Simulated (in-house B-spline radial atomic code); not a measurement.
**Ionising neutral cerium with different functionals**

Computed with an all-electron radial atomic-structure program (B-spline basis): four-component Dirac-Coulomb Hamiltonian, Fermi nucleus of rms radius 4.8771 fm, spin-restricted, spherical fractional occupations for the functionals. The ionisation energy is the difference of two self-consistent energies, [Xe] 4f1 5d1 6s2 → [Xe] 4f1 5d2, without Breit or QED terms; ε is the level of the shell that loses the electron (mean over j). The two configurations differ by more than the removed electron. The electron is taken from both j subshells in proportion to 2j + 1, so the result is a j average, not the step between ground levels.

Hybrids are left out here: with spherical fractional occupations of an open shell their exact exchange keeps a self-interaction that integer-occupation calculations don't have.

```tsv
method	rung	ΔSCF (eV)	-ε(6s) (eV)
LDA VWN5	LDA	6.50	3.88
relativistic LDA	LDA	6.46	3.87
LDA PW92	LDA	6.50	3.88
LDA exchange-only	LDA	5.90	3.08
PBE	GGA	6.24	3.74
PBEsol	GGA	?	?
BLYP	GGA	6.29	3.59
RPBE	GGA	?	?
PW91	GGA	6.27	3.78
BP86	GGA	6.45	3.88
AM05	GGA	6.18	3.70
OLYP	GGA	5.75	3.43
```

(1) What does RPBE give?

(2) What does PBEsol give?

(3) How do they compare with the NIST value?

Answers

(1) ΔSCF 6.10 eV, and -ε(6s) = 3.69 eV.

(2) ΔSCF 6.26 eV, and -ε(6s) = 3.77 eV.

(3) NIST lists 5.539 eV (measured, ground level to ground level). Errors run from +0.21 to +0.97 eV; OLYP is closest (+0.21 eV), but part of that can be cancellation, since the calculations leave out Breit-QED terms, spin polarisation, the choice among j levels, multiplet and fine-structure energies.
